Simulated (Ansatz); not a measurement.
Two members of one family (Series GeH2X2), computed with Ansatz in the gas phase. The two geometries come from different levels. Binding counts from free atoms in the multiplicity of their measured ground term, without zero-point energy. A dash marks a value that wasn't run or was left out as unsound. The structures are stationary points that may keep the symmetry of their start. Remarks come from the PBE and PBE0 runs and from stability tests at other levels; not every state was tested. HOMO above LUMO (over both spins in singlets and doublets, within one spin in higher multiplets; at PBE or PBE0), or a gap under 0.15 eV within one spin, warns that the state may not be the lowest or that an electron is smeared out.

First: Ge(GeH3)2H2 (singlet, charge 0, r2SCAN-D4/def2-SVP geometry).

Cartesian coordinates in Å:
```
Ge 0.5543 -0.7120 -0.4294
Ge -0.4693 -0.9032 1.7512
H 0.0940 0.1701 2.6969
H -0.2029 -2.2877 2.3648
H -1.9894 -0.7005 1.6393
Ge 0.0606 1.4318 -1.4323
H 0.6260 2.5661 -0.5623
H -1.4613 1.6203 -1.5463
H 0.6745 1.5368 -2.8371
H 0.0336 -1.8375 -1.3426
H 2.0799 -0.8843 -0.3023
```

```
              level  HOMO (eV)  LUMO (eV)  gap (eV)  vertical IE (eV)  binding per atom (eV)
   PBE-D4/def2-TZVP      -6.82      -0.85      5.97              9.47                   2.62
r2SCAN-D4/def2-TZVP      -7.09      -0.58      6.51              9.58                   2.68
  PBE0-D4/def2-TZVP      -7.85      -0.03      7.82              9.65                   2.63
 HSE06-D4/def2-TZVP      -7.46      -0.39      7.07                 –                   2.62
 BHLYP-D4/def2-TZVP      -8.73       0.82      9.56                 –                   2.64
```

Second: GeMe2H2 (singlet, charge 0, PBE-D4/def2-SVP geometry).

Cartesian coordinates in Å:
```
Ge -0.769 -0.046 -0.063
C 0.438 -1.589 0.150
H -0.138 -2.536 0.176
H 1.011 -1.501 1.094
H 1.153 -1.638 -0.694
C 0.263 1.631 -0.093
H -0.410 2.503 -0.214
H 0.984 1.626 -0.935
H 0.828 1.753 0.853
H -1.788 -0.013 1.114
H -1.572 -0.189 -1.389
```

Task: Estimate how these quantities change from the first to the second (second minus first).

Result: 
| level | Δ HOMO (eV) | Δ LUMO (eV) | Δ gap (eV) | Δ vertical IE (eV) | Δ binding per atom (eV) |
| --- | --- | --- | --- | --- | --- |
| PBE-D4/def2-TZVP | -0.44 | 1.15 | 1.58 | 0.90 | 0.93 |
| r2SCAN-D4/def2-TZVP | -0.44 | 1.53 | 1.97 | 0.87 | 0.86 |
| PBE0-D4/def2-TZVP | -0.65 | 1.09 | 1.74 | 0.92 | 0.90 |
| HSE06-D4/def2-TZVP | -0.64 | 1.09 | 1.72 | – | 0.91 |
| BHLYP-D4/def2-TZVP | -0.90 | 0.83 | 1.73 | – | 0.84 |

Remarks: gap within one spin near zero at PBE or PBE0 (+1 doublet).
